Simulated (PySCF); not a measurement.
C5H7FNO (charge +1).
Structure used (GFN2-xTB), in Å, numbered top down from 1:
```
atom  x, y, z in Å
F1    -1.496   -0.820    1.542
C2    -1.941   -0.062    0.498
C3    -1.030   -0.313   -0.712
N4     0.336    0.032   -0.391
C5     1.155   -0.691    0.438
C6     2.317    0.008    0.515
O7     2.199    1.109   -0.241
C8     1.012    1.105   -0.766
H9    -1.918    0.983    0.822
H10   -2.965   -0.370    0.273
H11   -1.372    0.282   -1.559
H12   -1.066   -1.375   -0.970
H13    0.850   -1.607    0.906
H14    3.236   -0.167    1.042
H15    0.680    1.895   -1.418
```

A PySCF run (density fitting, gas phase, GFN2-xTB geometry) gave HOMO -10.01 eV, LUMO -4.75 eV.

Question: Which of these levels was it?
A. PBE0/pcSseg-1
B. BLYP/pcSseg-0
C. PBE0/6-311G**
D. PBE0/STO-3G
E. revPBE/def2-SVPD

Answer: D. It is PBE0/STO-3G. All candidates on this geometry:

```json
{"level and settings": "BLYP/pcSseg-0, grid level 3", "kind": "GGA", "basis functions": "86", "SCF cycles": "15", "E (Eh)": "-423.1999", "HOMO (eV)": "-11.88", "LUMO (eV)": "-7.39"}
{"level and settings": "revPBE/def2-SVPD, grid level 1, energy threshold 1e-07 Eh", "kind": "GGA", "basis functions": "222", "SCF cycles": "9", "E (Eh)": "-423.8736", "HOMO (eV)": "-11.96", "LUMO (eV)": "-7.27"}
{"level and settings": "PBE0/STO-3G, grid level 1, energy threshold 1e-11 Eh", "kind": "global hybrid", "basis functions": "47", "SCF cycles": "12", "E (Eh)": "-418.3703", "HOMO (eV)": "-10.01", "LUMO (eV)": "-4.75"}
{"level and settings": "PBE0/6-311G**, start guess atom, fitting basis def2-universal-jkfit", "kind": "global hybrid", "basis functions": "186", "SCF cycles": "11", "E (Eh)": "-423.9262", "HOMO (eV)": "-13.04", "LUMO (eV)": "-6.23"}
{"level and settings": "PBE0/pcSseg-1", "kind": "global hybrid", "basis functions": "171", "SCF cycles": "14", "E (Eh)": "-423.7736", "HOMO (eV)": "-13.13", "LUMO (eV)": "-6.32"}
```

The nearest other candidate, by the summed differences of HOMO and LUMO, is revPBE/def2-SVPD: its HOMO differs by -1.95 eV and its LUMO by -2.52 eV. Cycle counts include a coarse-grid stage where the run had one. All basis functions are spherical, in the Pople sets too.
